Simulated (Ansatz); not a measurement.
Program: Ansatz. Geometries: PBE0-D4/def2-TZVP. ΔE: electronic, gas phase. CCSD(T)/CBS adds triple-zeta CCSD(T) − MP2 to the extrapolated MP2 energy (def2 sets, frozen cores). DFT in def2-TZVPP. Elements past krypton have def2 core potentials. For Sn, Ti outer-core shells are correlated without core-valence functions, which leaves a few kJ/mol of doubt a bond. Scalar relativity is left out up to krypton. One conformer a species, not always the lowest.

Consider the redistribution: `[CH3][Ti]([F])([F])[F]` + `CC[O][Sn]([CH3])([Cl])[Cl]` → `CC[O][Ti]([F])([F])[F]` + `[CH3][Sn]([CH3])([Cl])[Cl]`.

| level | ΔE (kcal/mol) | difference from CCSD(T)/CBS |
| --- | --- | --- |
| LDA (SPW92) | -34.4 | -4.0 |
| BHLYP-D4 | -31.5 | -1.1 |
| revPBE | -33.7 | -3.3 |
| PBE0 | -33.1 | -2.7 |
| r2SCANh | -32.5 | -2.1 |
| CAM-B3LYP | -33.2 | -2.8 |
| HF/def2-TZVPP | -32.9 | -2.5 |
| SCS-MP2/def2-TZVPP | -32.9 | -2.5 |
| HF/CBS(def2) | -32.4 | -2.0 |
| MP2/CBS(def2) | -31.9 | -1.5 |
| CCSD(T)/CBS | -30.4 | 0 |

Largest T1 diagnostic among the species: 0.022, so the coupled-cluster value is less sure than usual.

The D4 term adds +1.5 kcal/mol with B3LYP and +0.8 kcal/mol with PBE0; it sums over pairs of atoms, weighted by their polarisabilities, and B3LYP, whose exchange is more repulsive, gets the larger term. Leaving LDA and LC-ωPBE aside and taking each functional with its dispersion term where it has one, the values, not all of them listed here, spread over 3.9 kcal/mol, from B2PLYP to B97M-V. LDA lies −0.9 kcal/mol from PBE without D4.

B3LYP here is the variant with VWN-RPA as its local correlation; programs differ in this.
